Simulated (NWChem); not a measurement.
**Polarisability of diphosphane (H4P2)**

```xyz
6

P      1.0086     0.5217     0.0000
P     -1.0086    -0.5217     0.0000
H      1.5409    -0.3163     1.0313
H      1.5409    -0.3163    -1.0313
H     -1.5409     0.3163     1.0313
H     -1.5409     0.3163    -1.0313
```
Charge 0, spin multiplicity 1.

All runs are NWChem calculations. Structure: optimised with B3LYP/def2-SVP, a minimum by its harmonic frequencies. It is one conformer; others weren't searched.

Basis set: 6-31G*. Static limit. This basis has no diffuse functions, which lowers polarisabilities.

The correlated methods keep 10 core orbitals frozen. B3LYP has NWChem's definition, with VWN1-RPA local correlation. The Pople sets run with spherical d functions. No row is a measurement; the coupled-cluster row has its own basis-set and correlation limits.

### Question
One of these methods gave an isotropic polarisability of 45.94 bohr³. Which?
A. HF
B. PBE
C. CCSD linear response
D. BHandHLYP

### Answer
A, HF. The others give 45.20 (CCSD linear response), 46.28 (PBE), 45.71 (BHandHLYP).
